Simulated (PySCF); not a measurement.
C7H7N2 (doublet state).
Geometry (GFN2-xTB, Å), atoms numbered from 1 in this order:
```xyz
16
C7H7N2 angstrom
C     -2.5017    0.2204    0.0977
C     -1.0691    0.7080    0.2661
C     -0.0541   -0.3878   -0.1239
C      1.3212    0.0940   -0.0621
C      2.4686   -0.0811    0.5316
C      3.6017    0.7139    0.2396
N      4.5254    1.3515    0.0122
C     -0.1538   -1.5191    0.7818
N     -0.1623   -2.3886    1.5245
H     -3.1981    1.0022    0.3902
H     -2.6863   -0.6541    0.7186
H     -2.7009   -0.0439   -0.9393
H     -0.8927    1.0002    1.3036
H     -0.8924    1.5796   -0.3669
H     -0.2751   -0.7389   -1.1416
H      2.6620   -0.8474    1.2915
```

The hyperfine couplings belong to this conformer and change with its torsions.

The species is `CC[C@@H](/[C]=C/C#N)C#N` [radical].

Theory: UKS B3LYP, pcH-1 on C H N, non-relativistic, mean-field spin-orbit, GIAO in PySCF 2.14.0. The structure is a single GFN2-xTB conformer in the gas phase; no vibrational or solvent corrections. The geometry wasn't refined by DFT: couplings that depend on bond lengths, twists or pyramidal angles can differ widely from those at the functional's own minimum. Stability of the SCF solution: not tested.

(1) Give the principal g shifts and their parts.

(2) At 9.633 GHz, how far is the centre of the isotropic spectrum from where a free electron (g = 2.002319) resonates?

(3) How much does each term add to the isotropic shift?

(4) In a frozen sample, at which fields do the three g values resonate at 9.5, 34, 94 and 263 GHz (hyperfine left aside), and which band first spreads them over more than twice a line width of 1.0 mT?

Answers

(1) 
```csv
Δg (ppm),1,2,3
relativistic mass correction,-160,-160,-160
gauge correction,29,13,18
orbital Zeeman/spin–orbit,-570,-105,723
total,-701,-253,581
```

So g = 2.00162, 2.00207, 2.00290 and g_iso = 2.00220; the tensor is rhombic: the two nearest values differ by 35 % of g3 − g1. Axes: g1 points within 4° of the C3–C4 bond and g2 points within 3° of the C5–H16 bond.

(2) B = hν/(g μB) with μB/h = 13.99624 MHz/mT gives 343.73 mT for the free electron and 343.75 mT at g_iso, 0.02 mT higher.

(3) The mass correction -160, the gauge correction 20 and the orbital-Zeeman/spin–orbit term 16 ppm, for a total of -124 ppm. The mass correction is the largest in size. The mass correction is the same along every axis, so the anisotropy comes from the other two: their spans along these axes are 17 (gauge) and 1293 ppm (orbital Zeeman/spin–orbit).

(4) 
| band | GHz | B(g3) mT | B(g2) mT | B(g1) mT | spread mT |
| --- | --- | --- | --- | --- | --- |
| X | 9.5 | 338.89 | 339.03 | 339.10 | 0.22 |
| Q | 34.0 | 1212.85 | 1213.36 | 1213.63 | 0.78 |
| W | 94.0 | 3353.18 | 3354.58 | 3355.33 | 2.15 |
| J | 263.0 | 9381.77 | 9385.68 | 9387.78 | 6.01 |

The spread grows in proportion to the frequency. W band is the first where it exceeds 2.0 mT.

The Mulliken spin populations are largest on C4 (+1.03), C5 (-0.15) and H16 (+0.08). No atom but C4 exceeds +0.15. The positive populations add up to 1.24 and the negative ones to -0.24, together 2S = 1.

The HOMO–LUMO gaps are 5.75 eV among the α and 4.68 eV among the β orbitals.
